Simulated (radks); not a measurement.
Polarisabilities and homonuclear dispersion coefficients (atomic units). All-electron calculation, scalar-relativistic Kohn-Sham, PBE, spin-polarised, spherical densities, finite nucleus; open shells are filled with parallel spins first; Fermi nuclear charge, rms radius of each element as measured or else 0.836 A^(1/3) + 0.57 fm. Program: a radial shooting solver on a logarithmic mesh with Libxc functionals. Response by self-consistent Sternheimer equations with the Hartree and adiabatic LDA kernel, the relativistic mass of each level held fixed and spin-orbit coupling left out. For heavy and open-shell atoms this level of theory can miss by tens of per cent. "Uncoupled" leaves out the induced potential. Quadrupole and octupole values are given only where no p, d or f shell is open.

[
 {"species": "Ni", "configuration": "[Ar] 3d8 4s2", "alpha1 (bohr^3)": "45.95", "alpha1, uncoupled": "82.45", "alpha2 (bohr^5)": "-", "alpha3 (bohr^7)": "-", "C6": "365.0", "C8": "-", "recommended alpha1": "49 +/- 3"},
 {"species": "Cu+", "configuration": "[Ar] 3d10", "alpha1 (bohr^3)": "8.481", "alpha1, uncoupled": "11.55", "alpha2 (bohr^5)": "78.77", "alpha3 (bohr^7)": "353.0", "C6": "28.93", "C8": "644.5", "recommended alpha1": "-"},
 {"species": "Zn2+", "configuration": "[Ar] 3d10", "alpha1 (bohr^3)": "3.052", "alpha1, uncoupled": "3.889", "alpha2 (bohr^5)": "10.69", "alpha3 (bohr^7)": "39.50", "C6": "8.231", "C8": "102.8", "recommended alpha1": "-"},
 {"species": "Ga3+", "configuration": "[Ar] 3d10", "alpha1 (bohr^3)": "1.507", "alpha1, uncoupled": "1.855", "alpha2 (bohr^5)": "3.241", "alpha3 (bohr^7)": "8.933", "C6": "3.374", "C8": "29.01", "recommended alpha1": "-"},
 {"species": "Ge4+", "configuration": "[Ar] 3d10", "alpha1 (bohr^3)": "0.8781", "alpha1, uncoupled": "1.059", "alpha2 (bohr^5)": "1.349", "alpha3 (bohr^7)": "2.875", "C6": "1.679", "C8": "10.98", "recommended alpha1": "-"},
 {"species": "As5+", "configuration": "[Ar] 3d10", "alpha1 (bohr^3)": "0.5668", "alpha1, uncoupled": "0.6737", "alpha2 (bohr^5)": "0.6714", "alpha3 (bohr^7)": "1.146", "C6": "0.9419", "C8": "4.960", "recommended alpha1": "-"},
 {"species": "Se6+", "configuration": "[Ar] 3d10", "alpha1 (bohr^3)": "0.3916", "alpha1, uncoupled": "0.4607", "alpha2 (bohr^5)": "0.3749", "alpha3 (bohr^7)": "0.5268", "C6": "0.5733", "C8": "2.517", "recommended alpha1": "-"},
 {"species": "Br7+", "configuration": "[Ar] 3d10", "alpha1 (bohr^3)": "0.2840", "alpha1, uncoupled": "0.3313", "alpha2 (bohr^5)": "0.2268", "alpha3 (bohr^7)": "0.2682", "C6": "0.3700", "C8": "1.387", "recommended alpha1": "-"},
 {"species": "Kr8+", "configuration": "[Ar] 3d10", "alpha1 (bohr^3)": "0.2135", "alpha1, uncoupled": "0.2474", "alpha2 (bohr^5)": "0.1455", "alpha3 (bohr^7)": "0.1474", "C6": "0.2497", "C8": "0.8137", "recommended alpha1": "-"}
]

Recommended values: Schwerdtfeger and Nagle, table of static dipole polarisabilities (2023 update), measured or computed.
